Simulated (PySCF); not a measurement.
# Field gradients at the hydrogen positions

Species: C7H11ClSi.
Structure used (GFN2-xTB), in Å, numbered top down from 1:
```
atom  x, y, z in Å
C1     0.928    0.400    2.197
C2     0.892    0.479    0.878
Si3    2.133    0.458   -0.552
C4     0.523    1.170   -1.301
C5    -0.275    0.895   -0.001
C6    -1.308   -0.188   -0.202
Cl7   -2.629    0.383   -1.243
C8    -1.696   -1.179    0.847
C9    -0.928   -1.624   -0.366
H10    1.835    0.142    2.720
H11    0.064    0.590    2.817
H12    3.275    1.365   -0.451
H13    2.544   -0.863   -1.027
H14    0.104    0.660   -2.166
H15    0.558    2.231   -1.538
H16   -0.781    1.785    0.385
H17   -2.736   -1.457    0.920
H18   -1.179   -1.143    1.793
H19    0.114   -1.880   -0.242
H20   -1.443   -2.212   -1.109
```

Level: PBE0/pcSseg-1 (PySCF, non-relativistic); Q(2H) = 0.00286 b; rigid geometry, the same for H and D, with no vibrational averaging.

**Question.** Rank these positions by the coupling χzz of a deuteron there, largest first.
A. H18 (methylene hydrogen)
B. H13 (Si–H hydrogen)
C. H16 (methine hydrogen)
D. H14 (methylene hydrogen)

**Answer.** A (222 kHz), D (214 kHz), C (199 kHz), B (110 kHz).

**Question.** What are Vzz, η and χzz (234.96 MHz × Q × Vzz) at all hydrogens?

**Answer.** 
```
atom  bonded to  bond length (Å)  Vzz (au)     η  χzz (kHz)
 H10         C1            1.078    0.3348  0.04        225
 H11         C1            1.081    0.3284  0.03        221
 H12        Si3            1.462    0.1641  0.01        110
 H13        Si3            1.463    0.1634  0.01        110
 H14         C4            1.087    0.3191  0.05        214
 H15         C4            1.088    0.3216  0.04        216
 H16         C5            1.095    0.2964  0.02        199
 H17         C8            1.079    0.3298  0.06        222
 H18         C8            1.079    0.3303  0.06        222
 H19         C9            1.080    0.3292  0.06        221
 H20         C9            1.079    0.3305  0.07        222
```

**Question.** Average by the element that carries the hydrogen.

**Answer.** on C: 218 kHz over 9 positions, mean bond length 1.083 Å; on Si: 110 kHz over 2 positions, mean bond length 1.463 Å.

**Question.** How does χzz go with the bond length over the 9 C–H bonds?

**Answer.** A straight-line fit has a slope of -13.0 kHz for each 0.01 Å, with a correlation coefficient of -0.96, over lengths from 1.078 to 1.095 Å. The longer bonds have the smaller couplings here.

Geometry: GFN2-xTB, one conformer, isolated molecule. GFN2-xTB bond lengths can be off by several hundredths of an ångström, more for odd bonds, and the gradients follow them. The basis is small and wasn't made for field gradients, so the couplings can be 20 % off.

These values come from a run that also computed NMR shieldings. Time: 90 s of wall time; peak memory 1.0 GiB. Hardware: one thread, Arm Neoverse N1 (aarch64), no GPU, on a shared host.
